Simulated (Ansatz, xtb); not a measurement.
Ranking isomers of C4H7ClOSi

8 gas-phase structures of C4H7ClOSi, from a drawn sample of its isomers (lower ones may exist). Each was relaxed with GFN2-xTB; where two conformers were screened, the lower at r2SCAN-D4/def2-SVP is listed:

A. `ClC[Si@@H]1CC=CO1`, a singlet
B. `C#CC[Si@H](Cl)OC`, a singlet
C. `O[SiH2]C1=C(Cl)CC1`, a singlet
D. `Cl[C@@H]1CC=CO[SiH2]1`, a singlet
E. `ClC1=CCC[SiH2]O1`, a singlet
F. `ClC[C@@H]1C=CO[SiH2]1`, a singlet
G. `Cl[Si@@H]1CC=COC1`, a singlet
H. `C=C/C=C(\Cl)O[SiH3]`, a singlet

Question: Make a reasoned guess at their ranking by r2SCAN-D4/def2-SVP single-point energy.

Answer: Calculated order at r2SCAN-D4/def2-SVP: G (0.000), A (0.254), E (0.259), B (0.368), D (0.392), F (0.535), C (1.008), H (1.265) eV. Less than 1 kcal/mol parts A and E; B and D, so the order within those pairs means little. CCSD(T)/def2-SVP + ΔMP2/def2-TZVPP after further relaxation puts B lowest instead.

Energies above the lowest of each column, in eV; the last columns are at PBE0-D3(BJ)/def2-SVP geometries and were run for some of them only (a dash: not run or not comparable):

| structure | GFN2-xTB | HF/STO-3G | r2SCAN-D4/def2-SVP | PBE0-D3(BJ)/def2-SVP | CCSD(T)/def2-SVP + ΔMP2/def2-TZVPP |
| --- | --- | --- | --- | --- | --- |
| G | 0.811 | 0.000 | 0.000 | 0.000 | 0.164 |
| A | 0.876 | 0.659 | 0.254 | 0.233 | 0.109 |
| E | 0.000 | 0.830 | 0.259 | 0.242 | 0.257 |
| B | 0.759 | 1.467 | 0.368 | 0.462 | 0.000 |
| D | 0.258 | 1.009 | 0.392 | 0.358 | 0.304 |
| F | 0.435 | 1.069 | 0.535 | 0.489 | – |
| C | 0.852 | 2.520 | 1.008 | – | – |
| H | 0.637 | 3.200 | 1.265 | – | – |

CCSD(T)/def2-SVP + ΔMP2/def2-TZVPP puts B lowest of those it was run on; GFN2-xTB picks E, HF/STO-3G picks G, r2SCAN-D4/def2-SVP picks G, PBE0-D3(BJ)/def2-SVP picks G. CCSD(T)/def2-SVP + ΔMP2/def2-TZVPP orders those it was run on as B (0.000), A (0.109), G (0.164), E (0.257), D (0.304) eV. Flexible structures stand in one conformer each, not always the lowest. Frequencies (GFN2-xTB) were run for A, B, D, E, G alone. The ΔMP2 step shifts differences by up to 0.180 eV, which makes them less sure. ΔMP2 is the change of the MP2 energy from the smaller to the larger basis.

Over these structures GFN2-xTB departs from r2SCAN-D4/def2-SVP by 0.405 eV on average once a common shift is removed. A GFN2-xTB relaxation took about 0.11 s and the r2SCAN-D4/def2-SVP energy about 2 s on a shared host (Ansatz 0.2.0, xtb 6.7.1).
